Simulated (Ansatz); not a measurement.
K₂Bi⁻. Total charge -1; quintet. Geometry PBE-D4/def2-TZVPD; atoms count from 1.

```xyz
3

K     1.8809    1.4310    0.5933
K    -0.0888   -1.9675   -1.4348
Bi   -1.7921    0.5365    0.8414
```

In the def2 sets Bi takes a core potential; there is no spin–orbit coupling. The highest occupied level of the charge -1 quintet lies above zero (up to 0.12 eV). It is a level of α spin, whose loss leaves a quartet; that state wasn't run at this geometry and level. The electron is either unbound and held by the finite basis, or the level is raised by self-interaction error. At PBE0-D4/def2-TZVPD a triplet of charge -1 lies 0.54 eV below the quintet, each at its own geometry. The structure comes from a short search, and lower isomers may exist.

Question: Estimate the Mulliken populations from the PBE0/def2-TZVPD orbitals of Ansatz.

Answer: 
```
atom  charge (e)  spin (α − β)
  K1       -0.20          0.93
  K2       -0.20          0.93
 Bi3       -0.60          2.15
```
Mulliken values and Mayer orders depend strongly on the basis. With diffuse functions, as here, like atoms can get unlike values, and bond orders can come out too low or too high.

Question: Where does the spin sit?

Answer: Summed by element: K 1.85, Bi 2.15, of 4 unpaired in all. Largest on single atoms: Bi3 2.15, K1 0.93, K2 0.93.

Question: And the Mayer bond orders between bonded heavy atoms (over 0.3)?

Answer: K1–K2 0.64 (4.42 Å); K1–Bi3 0.41 (3.79 Å); K2–Bi3 0.41 (3.79 Å).
